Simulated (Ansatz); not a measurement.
Basis-set series for AsS, SMILES `S=[As]` radical. Charge 0, multiplicity 2. All single points use the PBE0-D4/def2-TZVP geometry.

```xyz
2

S    -0.796    0.499    0.359
As    0.796   -0.499   -0.359
```

```json
{"functional": "PBE0-D4", "basis": "def2-SVP", "functions": "50", "energy (Eh)": "-2633.24457", "HOMO (eV)": "-5.52", "LUMO (eV)": "-3.58"}
{"functional": "PBE0-D4", "basis": "def2-TZVPP", "functions": "90", "energy (Eh)": "-2633.65967", "HOMO (eV)": "-5.64", "LUMO (eV)": "-3.66"}
{"functional": "ωB97M-V", "basis": "def2-SVP", "functions": "50", "energy (Eh)": "-2633.51175", "HOMO (eV)": "-7.40", "LUMO (eV)": "-1.42"}
{"functional": "ωB97M-V", "basis": "def2-TZVPP", "functions": "90", "energy (Eh)": "-2633.92441", "HOMO (eV)": "-7.53", "LUMO (eV)": "-1.56"}
```

Problem. Give the rows for def2-QZVPP. (Best estimate.)

Solution. The calculation gave: 
```
functional       basis  functions  energy (Eh)  HOMO (eV)  LUMO (eV)
   PBE0-D4  def2-QZVPP        159  -2633.72040      -5.70      -3.72
   ωB97M-V  def2-QZVPP        159  -2633.98338      -7.60      -1.66
```

HOMO and LUMO are taken over both spins. Scalar relativity is left out up to krypton.

Program: Ansatz 0.2.0.
